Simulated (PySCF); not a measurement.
## Computed structure and properties of CeF3(H2O)

System: CeF3(H2O) (singlet in the valence; each metal's 4f electrons, 1 of them, lie in its core potential, out of spins and levels); start: template (Cs). Method: PySCF 2.14.0, RKS PBE0, Ce lcecp-1-SVP with ECP47, F def2-SVP, O def2-SVP, H def2-SVP; non-relativistic Hamiltonian with scalar-relativistic core potentials where named; density fitting; no spin-orbit coupling.

Input of the relaxation:

```python
mol = gto.M(atom='''
Ce     0.01551    -0.01551     0.01551
F      1.27051     1.23949     1.27051
F     -1.23949    -1.27051     1.27051
F      1.27051    -1.27051    -1.23949
O     -1.45529     1.45529    -1.45529
H     -1.79589     2.34039    -1.25149
H     -1.79589     1.25149    -2.34039''',
    basis={'Ce': 'lcecp-1-SVP', 'F': 'def2-SVP', 'O': 'def2-SVP', 'H': 'def2-SVP'},
    ecp={'Ce': 'lcecp-1-SVP'},
    charge=0, spin=0)
mf = dft.RKS(mol, xc='PBE0')
mf.grids.atom_grid = (50, 194)  # f atoms: unpruned, at least (60, 302)
mf = mf.density_fit()  # fitting sets: Ce AutoAux, F def2-universal-JKFIT, O def2-universal-JKFIT, H def2-universal-JKFIT
mf.conv_tol = 1e-08; mf.max_cycle = 55
mf.kernel(dm0)  # dm0: converged density of the start geometry
# quasi-Newton relaxation in Cartesian coordinates to a largest gradient under 0.00045 Eh/bohr, steps kept in the point group
```

Run from Python with OMP_NUM_THREADS=2; the lines above give its settings. Where DIIS fails, smearing, a level shift and second-order steps follow.
It took 60 s on 2 threads of Arm Neoverse V1, with other jobs on the host, from the converged density of the start.

Course of the relaxation:

| step | energy above end (eV) | largest force component within the symmetry (eV/Å) |
| --- | --- | --- |
| 0 | 0.1701 | 0.989 |
| 1 | 0.0659 | 0.499 |
| 2 | 0.0357 | 0.175 |
| 3 | 0.0189 | 0.173 |
| 4 | 0.0025 | 0.063 |
| 5 | 0.0017 | 0.044 |
| 6 | 0.0007 | 0.034 |
| 7 | 0.0002 | 0.020 |
| 8 | 0.0000 | 0.011 |
| 9 | 0.0000 | 0.005 |

Relaxed geometry (Cs):

```xyz
7

Ce    0.0994   -0.1007    0.1007
F     1.1592    1.3864    1.1920
F    -1.3468   -1.2004    1.2004
F     1.1592   -1.1920   -1.3864
O    -1.3763    1.3895   -1.3895
H    -1.7124    2.2694   -1.1779
H    -1.7124    1.1779   -2.2694
```

```csv
contact,Å
Ce1–F2 (F),2.127
Ce1–F3 (F),2.124
Ce1–F4 (F),2.127
Ce1–O5 (H2O),2.573
```

On the finer grid (75, 302):

```json
{
 "HOMO": "-9.10 eV",
 "LUMO": "-1.15 eV",
 "Dipole about the centre of mass": "6.89 D",
 "Set of Mulliken populations of Ce1 outside the core potential": "s 2.10, p 6.27, d 1.24, f 0.10",
 "D3(BJ) dispersion energy (not in the energies)": "-0.086 eV"
}
```

| atom | Mulliken (e) | Löwdin (e) | spin (e) |
| --- | --- | --- | --- |
| Ce1 | 1.29 | 0.89 | 0.00 |
| F2 | -0.48 | -0.38 | 0.00 |
| F3 | -0.48 | -0.37 | 0.00 |
| F4 | -0.48 | -0.38 | 0.00 |
| O5 | -0.30 | -0.02 | 0.00 |
| H6 | 0.23 | 0.13 | 0.00 |
| H7 | 0.23 | 0.13 | 0.00 |

The 4f levels lie in the core potential and are missing. Their spin isn't counted.

On the grid (50, 194), as all that follows. Harmonic modes: a minimum within the noise of the softest modes; lowest 31 cm⁻¹ (negative: unstable), highest 3946 cm⁻¹, zero-point energy 0.774 eV.

Taking off one F (charge -1, singlet; the rest: singlet) in vacuum, both parts rigid, costs 10.65 eV; the small basis without counterpoise inflates it. Most of it is the attraction of opposite charges; other ways to part are cheaper, and one spin state was tried for the rest.

Rigid scan of F along the line from its metal:

distance to F2 (Å), energy (eV) and a bar:
```
     1.83      1.239 #########
     1.93      0.473 ###
     2.03      0.102 #
     2.13      0.000 
     2.23      0.077 #
     2.33      0.272 ##
     2.53      0.847 ######
     2.83      1.855 #############
     3.23      3.099 ######################
     3.73      4.289 ##############################
```

Taking off one H2O (charge 0, singlet; the rest: singlet) in vacuum, both parts rigid, costs 1.21 eV; the small basis without counterpoise inflates it.

Rigid scan of H2O along the line from its metal:

| distance to O5 (Å) | energy (eV) |
| --- | --- |
| 2.27 | 0.317 |
| 2.37 | 0.120 |
| 2.47 | 0.026 |
| 2.57 | 0.000 |
| 2.67 | 0.018 |
| 2.77 | 0.064 |
| 2.97 | 0.194 |
| 3.27 | 0.404 |
| 3.67 | 0.632 |
| 4.17 | 0.827 |

One start shape was tried, so this needn't be the lowest isomer.

An lcecp potential fixes the number of 4f electrons, so in runs with it no electron can move into or out of that shell.
